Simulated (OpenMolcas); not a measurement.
# I+: CASPT2 settings compared

```json
{
 "Program": "OpenMolcas 26.06",
 "Basis": "ANO-R1 [6s5p3d1f]",
 "Scalar Hamiltonian": "X2C, finite nucleus",
 "Active space": "4 electrons in 3 orbitals (5p)",
 "State averaging": "2S+1 = 3 even, 3 roots; 2S+1 = 1 even, 6 roots kept (CI in the orbitals of an earlier block)",
 "Spin-orbit coupling": "state interaction with AMFI integrals over the reference wave functions, term energies averaged over their components"
}
```

Methods on the same reference wave functions:
A. CASSCF
B. SS-CASPT2, IPEA 0.2 Eh, sigma2 regulariser 0.5 Eh (closed shells correlated: 5s)
C. SS-CASPT2, IPEA 0.3 Eh, real shift 0.15 Eh (closed shells correlated: 4d 5s)
D. XMS-CASPT2, IPEA 0.5 Eh, imaginary shift 0.4 Eh (closed shells correlated: 4d 5s)

Energies in cm⁻¹ above 5s² 5p⁴ ³P₂, the measured ground level; measured values from NIST Handbook of Basic Atomic Spectroscopic Data.

```json
{"Level": "5s² 5p⁴ ³P₂", "A": "0.0", "B": "0.0", "C": "0.0", "D": "0.0", "Measured": "0.0"}
{"Level": "5s² 5p⁴ ³P₁", "A": "6347", "B": "6410", "C": "6410", "D": "6430", "Measured": "7087"}
{"Level": "5s² 5p⁴ ³P₀", "A": "6653", "B": "6390", "C": "6410", "D": "6360", "Measured": "6448"}
{"Level": "5s² 5p⁴ ¹D₂", "A": "15529", "B": "14750", "C": "14740", "D": "14470", "Measured": "13727"}
{"Level": "5s² 5p⁴ ¹S₀", "A": "33225", "B": "30350", "C": "30530", "D": "29980", "Measured": "29501"}
```

Deviations, from unrounded energies. A percentage is the sum of absolute deviations over the sum of measured energies, with the sign that they share, or ± where signs differ.

```json
{"Against measurement": "mean absolute deviation (cm-1)", "Levels": "4", "A": "1600", "B": "650", "C": "690", "D": "490"}
{"Against measurement": "fine structure of the ground term (%)", "Levels": "2", "A": "±7.0", "B": "-5.5", "C": "-5.3", "D": "-5.5"}
{"Against measurement": "other terms of the ground configuration (%)", "Levels": "2", "A": "+12.8", "B": "+4.3", "C": "+4.7", "D": "+2.8"}
```

D lies closest to measurement on these levels and A furthest from it. The largest miss of D in the table is 5s² 5p⁴ ¹D₂, by +750 cm-1. The ranking rests on the paired levels alone, and a cruder setting can come out closer through cancelling errors.

Among B to D the level of the table that moves most is 5s² 5p⁴ ¹S₀, by 550 cm-1 (lowest in D, highest in C). Moves below CASPT2's spread within the term are not significant.

The mean deviations of B to D differ by less than CASPT2's widest spread within a term (1300 cm-1), so their order carries little weight.

From A to B the spin-free energies of the other terms of 5s² 5p⁴ shown, above ³P, scale by factors of 0.88 to 0.92.

The lowest spin-free term lies below A's lowest term by 0.063 hartree in B, 0.418 hartree in C, 0.417 hartree in D.

CASPT2 breaks the degeneracy within a term, and the mean is taken; among the terms shown or strongly mixed into the levels shown the widest spread is 1300 cm-1 (5s² 5p⁴ ¹D, D). Terms from blocks run as CI alone lack orbitals of their own. With the s shell closed, the reference lacks s² → p² mixing. Computed and measured levels are paired by configuration, term and J; levels that our copy of the source lacks, or whose pairing is in doubt (as where it misses far off the trend of its configuration), stay unpaired and out of the deviations. Only configurations of the active space appear.
